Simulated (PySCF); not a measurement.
Stepwise substitution at one centre (Si OH-C2H5). All species are isolated molecules in the gas phase. One relaxed conformer stands for each flexible species; it need not be the lowest. Strings in code marks are SMILES.

All values below come from PySCF with PBE-D3(BJ)/def2-TZVP // B3LYP-D3(BJ)/def2-SVP. 

| species | S1 oscillator strength | HOMO (eV) | HOMO–LUMO gap (eV) |
|---|---|---|---|
| 0 of 4 OH replaced by C2H5 | 0.006 | ? | ? |
| 1 of 4 OH replaced by C2H5 (`CC[Si](O)(O)O`) | 0.047 | -6.89 | 6.53 |
| 2 of 4 OH replaced by C2H5 | 0.023 | ? | 6.02 |
| 3 of 4 OH replaced by C2H5 (`CC[Si](O)(CC)CC`) | 0.007 | -6.19 | 5.99 |
| 4 of 4 OH replaced by C2H5 (`[Si](CC)(CC)(CC)CC`) | 0.004 | -6.39 | 6.52 |

Problem. Fill in the missing entries.

Solution. 
- 0 of 4 OH replaced by C2H5, HOMO (eV): -7.35
- 0 of 4 OH replaced by C2H5, HOMO–LUMO gap (eV): 6.82
- 2 of 4 OH replaced by C2H5, HOMO (eV): -6.24
